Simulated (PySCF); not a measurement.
## Exercise with solution: oscillator strength and radiative lifetime

Ta(O)2(OH) (HO3Ta), SMILES [O]=[Ta]([OH])=[O], multiplicity 1.

The structure is a stationary point at PBE0-D3(BJ)/def2-SVP. A frequency run showed that this geometry is not a minimum. The spin state was assumed, not searched. The def2 effective core potentials stand for the cores of Ta; spin–orbit coupling is left out. The values are those of a single conformer.

TDDFT-PBE/def2-SVPD in PySCF puts the first singlet state with f over 0.02 at 4.93 eV (vertical), with the transition dipole (0.426, -0.018, 0.000) in atomic units.

**Question.** Find the oscillator strength, the wavelength and the radiative lifetime that this transition would have in vacuum if emission retraced absorption.

**Answer.** 
|μ|² = 0.1818 au, so |μ| = 1.08 D. ΔE = 4.93/27.211 = 0.1812 hartree. f = (2/3) ΔE |μ|² = 0.022 (the program prints 0.022).
λ = 1239.84/4.93 = 251 nm; ν = 39763 cm⁻¹.
Einstein's coefficient A = 0.6670 ν² f s⁻¹ (ν in cm⁻¹) = 2.3e7 s⁻¹, so τ = 1/A = 43 ns. This state is S8; the lower singlets have f = 0.001, 0.003, 0.004, 0.008, 0.006, 0.019, 0.001. The figure is the radiative limit of this one transition; relaxation, internal conversion, crossing to triplets and a medium change what is measured.
